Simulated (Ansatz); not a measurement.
Job for Ansatz (a quantum-chemistry and plane-wave program): R-PBE0/def2-TZVPP on CH6BNO (SMILES CNBO), a point of a torsion scan.

Ansatz 0.2 input:
```yaml
crystal:
  periodic: [false, false, false]
  atoms:
    - {symbol: C, position_ang: [-0.92305342, 0.67323812, 0.03389352]}
    - {symbol: N, position_ang: [-0.64726545, -0.73248642, 0.24772617]}
    - {symbol: B, position_ang: [-0.43725126, -1.33159881, 1.49024853]}
    - {symbol: O, position_ang: [-0.61342034, -0.57261026, 2.60775731]}
    - {symbol: H, position_ang: [-0.00633428, 1.27138198, 0.06663951]}
    - {symbol: H, position_ang: [-1.57241285, 1.02436302, 0.83466452]}
    - {symbol: H, position_ang: [-1.41897102, 0.82636703, -0.92395736]}
    - {symbol: H, position_ang: [-0.44657255, -1.23805735, -0.59897979]}
    - {symbol: H, position_ang: [-0.14512966, -2.47473691, 1.53138494]}
    - {symbol: H, position_ang: [-0.49539811, -1.04000338, 3.43113749]}
basis:
  gaussian:
    orbitals: def2-TZVPP
hamiltonian:
  xc: {name: PBE0}
scf: {lower_state_search: off}
```

The head of its log:

```
WARN ansatz: RAYON_NUM_THREADS=1 ignored (pool sized by the plan → 1); use --threads N
Functional definition: PBE0
these checks for a lower state are left out or cut short: stability, starts, cluster_reference, orbital_swaps, neighbouring_geometries, increment
integrals: 0.09 GiB planned
1009 factors; their error is unknown
mean field: 0.96 GiB planned
mean field evaluation 1: about -5337.1398 eV, gradient 7.0e1 eV
mean field evaluation 2: about -5327.9684 eV, gradient 9.7e1 eV
```

Question: Predict the final total energy.

Answer: -196.4781 hartree.
